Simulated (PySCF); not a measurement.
CBr₂, SMILES Br[C]Br (connectivity only; charge and spin as stated), neutral, multiplicity 1. Geometry: B3LYP-D3(BJ)/def2-TZVP.

TDA-PBE/def2-SVPD run with PySCF puts the lowest singlet excitations at 2.20, 2.91, 4.36, 4.40, 5.01, 5.67 eV.

### Question
What are the lowest excitation roots from ADC(2)/aug-cc-pVDZ (PySCF)? (The exact figures need the calculation; the answer reports its results.)

### Answer
2.00, 2.96, 3.71, 4.91, 5.42, 5.77 eV. S1 differs by -0.20 eV (second minus first; roots are paired by order, and the bases may differ).
